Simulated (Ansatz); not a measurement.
Geometry optimisation, RKS PBE0/6-31G* in Ansatz.

The input (input.yaml):

```yaml
crystal:
  periodic: [false, false, false]
  atoms:
    - { symbol: F, position_ang: [-1.9522, 2.2735, 0.1679] }
    - { symbol: Al, position_ang: [-0.3601, 1.6099, -0.0469] }
    - { symbol: "N", position_ang: [0.1297, 0.0898, 0.9707] }
    - { symbol: Si, position_ang: [0.5417, -1.241, -0.166] }
    - { symbol: H, position_ang: [0.6628, 2.2365, -1.1207] }
    - { symbol: H, position_ang: [-0.6646, -0.1698, 1.5594] }
    - { symbol: H, position_ang: [0.8649, -2.4569, 0.5943] }
    - { symbol: H, position_ang: [1.6096, -0.8757, -1.0734] }
    - { symbol: H, position_ang: [-0.7433, -1.5126, -0.9024] }
basis:
  gaussian: { orbitals: "6-31G*" }
hamiltonian:
  xc: pbe0
relax:
  f_tol: 0.015
  max_steps: 40
```

Launched with:

```bash
$ ansatz run input.yaml --threads 1 --pin off --max-ram 2048MiB --backend cpu --events-out ev --progress --plain --runs-dir out
```

Where does it end, and by what steps?

It converged. After 11 steps the energy has fallen by 0.611 eV; F1 moved furthest, 1.01 Å.

```
step  energy less start (eV)  largest force component (eV/Å)  accepted
   0                  0.0000                           1.937       yes
   1                 -0.2969                           1.168       yes
   2                 -0.4314                           0.613       yes
   3                 -0.5119                           0.374       yes
   4                 -0.5655                           0.233       yes
   5                 -0.5793                           0.443       yes
   6                 -0.6043                           0.075       yes
   7                 -0.6022                           0.325        no
   8                 -0.6094                           0.030       yes
   9                 -0.6107                           0.035       yes
  10                 -0.6095                           0.105        no
  11                 -0.6109                           0.003       yes
```

```xyz
9
Properties=species:S:1:pos:R:3
F -1.343 2.770 0.799
Al -0.346 1.710 0.010
N -0.456 -0.011 0.465
Si 0.461 -1.335 -0.186
H 0.648 2.234 -1.095
H -1.130 -0.256 1.185
H 1.261 -2.044 0.856
H 1.391 -0.758 -1.196
H -0.398 -2.356 -0.855
```

Whether the end is a true minimum wasn't checked by a vibrational analysis.

The run took 68 s on 1 CPU thread of a shared host.
